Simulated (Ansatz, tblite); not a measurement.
Forces on the cluster CuSe₅ at its PBE-D4/def2-SVP geometry. Total charge 0; doublet.

The xTB rows come from tblite. At PBE-D4/def2-SVP the gap within one spin of the charge 0 doublet nearly closes, so an electron or hole may be smeared out by delocalisation error. Another isomer (doublet) lies 0.39 eV lower at PBE0-D4/def2-SVP; other spin states weren't run for this one.

GFN1-xTB (tblite), largest force 0.89 eV/Å:

```xyz
6
positions Å, forces eV/Å
Cu    0.159   -0.068    0.352    0.283   -0.016    0.376
Se    0.743    0.864   -1.748   -0.729   -0.324    0.125
Se    0.381   -0.626    2.682    0.399    0.240   -0.757
Se   -2.046   -0.559   -0.322    0.485    0.355   -0.536
Se    2.211    0.057    1.457   -0.740   -0.165    0.180
Se   -1.447    0.333   -2.421    0.303   -0.091    0.611
```

GFN2-xTB (tblite), largest force 1.36 eV/Å:

```
Cu 0.206 -0.057 0.410
Se -0.390 -0.004 -0.446
Se 0.851 0.392 -0.986
Se -0.094 0.134 -0.450
Se -1.049 -0.347 0.612
Se 0.476 -0.118 0.861
```

PBE-D4/def2-SVP (Ansatz), largest force 0.02 eV/Å:

```
Cu 0.008 0.006 -0.007
Se 0.003 -0.002 0.002
Se -0.005 -0.006 0.019
Se 0.001 0.003 -0.011
Se 0.000 0.003 -0.009
Se -0.007 -0.003 0.006
```
